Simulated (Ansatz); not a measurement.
The pair A = dimethyl selenide (SMILES C[Se]C) (first 9 atoms), B = H2O (SMILES O); geometry from B3LYP-D3(BJ)/def2-TZVP.
(charge 0, multiplicity 1):
```tsv
atom	x (Å)	y (Å)	z (Å)
C	-0.8942	1.6941	-0.2074
Se	0.5986	0.4493	0.0682
C	-0.4315	-1.2035	-0.1786
H	-1.6610	1.5131	0.5417
H	-0.4939	2.6989	-0.0909
H	-1.2924	1.5729	-1.2121
H	-1.2179	-1.2564	0.5702
H	0.2617	-2.0312	-0.0455
H	-0.8459	-1.2310	-1.1837
O	-1.1866	0.1932	2.9114
H	-0.8796	0.2379	3.8221
H	-0.3931	0.3146	2.3628
```

Correlated levels freeze the cores. Filled d and f shells under p-block atoms count as core. MP2 and its Hartree–Fock in aug-cc-pVTZ are density fitted.

Run with Ansatz (a quantum-chemistry and plane-wave program). Each number belongs to the level named beside it.

The counterpoise-corrected interaction energy is E(AB) − E(A in the pair's basis) − E(B in the pair's basis). Total energies (hartree):

```
level                           AB  A in the pair's basis  B in the pair's basis
-------------------  -------------  ---------------------  ---------------------
HF/aug-cc-pVDZ       -2555.0878195          -2479.0438871            -76.0409884
MP2/aug-cc-pVDZ      -2555.7492818          -2479.4803680            -76.2617107
HF/aug-cc-pVTZ       -2555.2044087          -2479.1417336            -76.0598159
MP2/aug-cc-pVTZ      -2556.0081314          -2479.6708765            -76.3291706
CCSD(T)/aug-cc-pVDZ  -2555.8240280          -2479.5424172            -76.2747642
```

Q: Work out the counterpoise-corrected interaction energy at the basis-set limit: extrapolate the MP2 correlation part as X⁻³, take Hartree–Fock from the larger set, and add the CCSD(T) − MP2 difference of aug-cc-pVDZ.

A: 
1. Differences (1 hartree = 627.509 kcal/mol): HF/aug-cc-pVDZ -1.847; MP2/aug-cc-pVDZ -4.520; HF/aug-cc-pVTZ -1.794; MP2/aug-cc-pVTZ -5.073; CCSD(T)/aug-cc-pVDZ -4.296.
2. Correlation parts, MP2 less HF: -2.673 in aug-cc-pVDZ (X = 2), -3.279 in aug-cc-pVTZ (X = 3).
3. Limit (3³·(-3.279) − 2³·(-2.673))/(3³ − 2³) = -3.534; with HF/aug-cc-pVTZ it gives -5.328.
4. CCSD(T) less MP2 in aug-cc-pVDZ: 0.224.
Result: -5.10 kcal/mol, against -4.52 at MP2/aug-cc-pVDZ. It is an estimate of this method's limit, not of the exact value.
